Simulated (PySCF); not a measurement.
## Identify the compound

An unknown has the formula C₇H₈N₂. Its calculated NMR data are:

¹H NMR (400 MHz, computed): δ 5.88 (s, 1H), 2.58 (t, 2H), 1.63 (m, 2H), 1.20 (t, 3H).

¹³C{¹H} NMR (computed): δ 147.6 (C), 123.1 (C), 119.8 (C), 118.2 (CH), 42.2 (CH2), 29.0 (CH2), 17.0 (CH3).

Isolated molecule, one computed conformer, equivalent nuclei averaged, no relativistic terms. Geometry from GFN2-xTB; PBE0/pcSseg-1 with gauge-including orbitals; PySCF 2.14.0 with density-fitted response routines.

Scale: ¹H (σ = 31.72 ppm) and ¹³C (σ = 186.93 ppm) against TMS (reference shieldings calculated alike).

Q: Which of these isomers gave the spectra?
A. CCc1ccc(C#N)[nH]1
B. CCC/C(C#N)=C\C#N
C. [H]/N=C\Cc1ccccn1
D. [H]/N=C\c1cccc(N)c1
E. C#C[C@@H](C#N)C1CNC1
F. C#CCn1ccc(C)n1

A: B. 

1. Rings plus π bonds: 5 (no ring in the answer).
2. 7 carbon signals for 7 carbons: no two carbons are equivalent.
3. Carbon types of the structure: 3 × C, 1 × CH, 2 × CH2, 1 × CH3, which accounts for all hydrogens.
4. δC 147.6: fully substituted alkene carbon; as expected for a trigonal carbon in a double bond.
5. δC 123.1, 119.8: nitrile carbon; typical of a nitrile.
6. δC 118.2: alkene CH; an sp2 carbon of a C=C bond.
7. δC 17.0: methyl carbon; aliphatic region, no heteroatom directly attached.
8. δH 2.58: hydrogen on an allylic sp3 CH2; allylic position.

The others: C#CCn1ccc(C)n1 would give 5 signals for carbon-bound and other non-exchanging H, not 4; CCc1ccc(C#N)[nH]1 has carbons computed at 143.5, 128.8, 119.1, 112.7, 104.2, 26.4, 20.4, with a different DEPT pattern; C#C[C@@H](C#N)C1CNC1 would give 7 signals for carbon-bound and other non-exchanging H, not 4; [H]/N=C\c1cccc(N)c1 would give 5 signals for carbon-bound and other non-exchanging H, not 4; [H]/N=C\Cc1ccccn1 would give 6 signals for carbon-bound and other non-exchanging H, not 4.

Shifts are as computed. Against solution values, carbons near 30 ppm lie about +3 ppm off and those near 130 ppm about +5 ppm. Of 1211 compounds with measured shifts, 218 miss one by over three times the rms of a fit or turn the order of signals round; such compounds aren't used in these exercises. No couplings were computed; multiplicities are counted from neighbouring protons, with m where these are inequivalent, close in shift, in a saturated or five-membered ring or joined by F or P, and br s for small geminal =CH2 splittings.
